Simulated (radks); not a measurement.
The numbers below are computed, except where a source is named.
Charge is removed step by step from the 1s up level of H, starting from 1s(up 1, down 0). Level of theory: scalar-relativistic Kohn-Sham, PBE, spin-polarised, spherical densities, point nucleus (a radial shooting solver on a logarithmic mesh with Libxc functionals).

removed (e)  E - E(0) (eV)  eigenvalue (eV)
0                    0.000           -7.595
0.1                  0.820           -8.808
0.2                  1.763          -10.055
0.3                  2.832          -11.328
0.4                  4.029          -12.614
0.5                  5.354          -13.897
0.6                  6.807          -15.150
0.7                  8.382          -16.332
0.8                 10.068          -17.358
0.9                 11.842          -18.003

The mean slope of the eigenvalue, de/dn, is 11.6 eV per electron.
